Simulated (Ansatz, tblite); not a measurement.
Spin states of ZnF2, each relaxed with r2SCAN-D4/def2-TZVP in Ansatz. Electronic energies in the gas phase.

The 6-31G sets use Cartesian d functions. The xTB rows come from tblite. LC-ωPBE has ω = 0.4 bohr⁻¹. B3LYP takes the VWN-RPA correlation. Correlated methods freeze 11 core orbitals. In CCSD on the charge 0 triplet the largest single amplitude is 0.34, so its Hartree–Fock determinant may place the open shell otherwise than the density functionals do. HOMO above LUMO, or a gap near zero within one spin, warns that the state may not be the lowest or that an electron is smeared out. In the quintet geometry the species has come apart into loosely held pieces. The structure comes from a short search, and lower isomers may exist.

Singlet geometry (D∞h within 0.1 Å):

Cartesian coordinates in Å:
```
Zn 0.000 0.000 0.000
F 1.165 1.230 -0.331
F -1.165 -1.230 0.331
```

Triplet geometry (C2v within 0.1 Å):

```
atom    x (Å)    y (Å)    z (Å)
 Zn1  -1.0151   0.0118   0.4589
  F2   0.1986  -0.7053  -0.8948
  F3   0.8165   0.6935   0.4359
```

Quintet geometry (D∞h within 0.1 Å):

```xyz
3

Zn    0.000    0.000    0.000
F     1.627   -2.023    0.594
F    -1.627    2.023   -0.594
```

⟨S²⟩: triplet 2.01 at PBE0-D4/def2-TZVP (pure 2.00), quintet 6.01 at PBE0-D4/def2-TZVP (pure 6.00).

Run but left out: HF/6-31G, HF/def2-TZVP, HF/def2-TZVPP, MP2/def2-TZVP, MP2/def2-TZVPP (triplet: a determinant that CCSD turns far, T1 0.054).

Only these spin states were relaxed. The quintet has fallen apart into loose fragments. The quintet has other bonds than the singlet, so the gap mixes isomer and spin.

(1) Estimate which spin state lies lowest at each of these levels, and by how much: GFN1-xTB; GFN2-xTB; LDA (SPW92)/def2-TZVP; PBE-D4/def2-TZVP; r2SCAN-D4/def2-TZVP; r2SCANh-D4/def2-TZVP; B3LYP-D4/6-31G; PBE0-D4/def2-TZVP; CAM-B3LYP-D4/def2-TZVP; LC-ωPBE/def2-TZVP; PBE-QIDH/def2-TZVP; RPA@PBE/def2-TZVP; CCSD/def2-TZVPP; CCSD(T)/def2-TZVPP.

## Answers

(1) 
```json
{"level": "GFN1-xTB", "triplet − singlet (kJ/mol)": "301.0", "quintet − singlet (kJ/mol)": "1333.1", "lowest of these": "singlet", "remarks": "–"}
{"level": "GFN2-xTB", "triplet − singlet (kJ/mol)": "242.9", "quintet − singlet (kJ/mol)": "1392.8", "lowest of these": "singlet", "remarks": "–"}
{"level": "LDA (SPW92)/def2-TZVP", "triplet − singlet (kJ/mol)": "428.2", "quintet − singlet (kJ/mol)": "1333.0", "lowest of these": "singlet", "remarks": "gap within one spin near zero (quintet)"}
{"level": "PBE-D4/def2-TZVP", "triplet − singlet (kJ/mol)": "393.8", "quintet − singlet (kJ/mol)": "1181.5", "lowest of these": "singlet", "remarks": "–"}
{"level": "r2SCAN-D4/def2-TZVP", "triplet − singlet (kJ/mol)": "396.0", "quintet − singlet (kJ/mol)": "1144.4", "lowest of these": "singlet", "remarks": "–"}
{"level": "r2SCANh-D4/def2-TZVP", "triplet − singlet (kJ/mol)": "402.7", "quintet − singlet (kJ/mol)": "1121.7", "lowest of these": "singlet", "remarks": "–"}
{"level": "B3LYP-D4/6-31G", "triplet − singlet (kJ/mol)": "384.0", "quintet − singlet (kJ/mol)": "1145.0", "lowest of these": "singlet", "remarks": "–"}
{"level": "PBE0-D4/def2-TZVP", "triplet − singlet (kJ/mol)": "415.0", "quintet − singlet (kJ/mol)": "1117.9", "lowest of these": "singlet", "remarks": "–"}
{"level": "CAM-B3LYP-D4/def2-TZVP", "triplet − singlet (kJ/mol)": "431.3", "quintet − singlet (kJ/mol)": "1161.9", "lowest of these": "singlet", "remarks": "–"}
{"level": "LC-ωPBE/def2-TZVP", "triplet − singlet (kJ/mol)": "452.2", "quintet − singlet (kJ/mol)": "1160.7", "lowest of these": "singlet", "remarks": "–"}
{"level": "PBE-QIDH/def2-TZVP", "triplet − singlet (kJ/mol)": "462.7", "quintet − singlet (kJ/mol)": "1121.5", "lowest of these": "singlet", "remarks": "–"}
{"level": "RPA@PBE/def2-TZVP", "triplet − singlet (kJ/mol)": "395.0", "quintet − singlet (kJ/mol)": "1061.2", "lowest of these": "singlet", "remarks": "–"}
{"level": "CCSD/def2-TZVPP", "triplet − singlet (kJ/mol)": "472.5", "quintet − singlet (kJ/mol)": "1105.2", "lowest of these": "singlet", "remarks": "large T1 (0.054) (triplet)"}
{"level": "CCSD(T)/def2-TZVPP", "triplet − singlet (kJ/mol)": "467.5", "quintet − singlet (kJ/mol)": "1129.5", "lowest of these": "singlet", "remarks": "large T1 (0.054) (triplet)"}
```

Change of the quintet − singlet gap on mixing in exact exchange, in kJ/mol: PBE to PBE0 (25 % exact exchange) -63.6; r2SCAN to r2SCANh (10 % exact exchange) -22.7. The xTB methods have no spin-polarisation term.
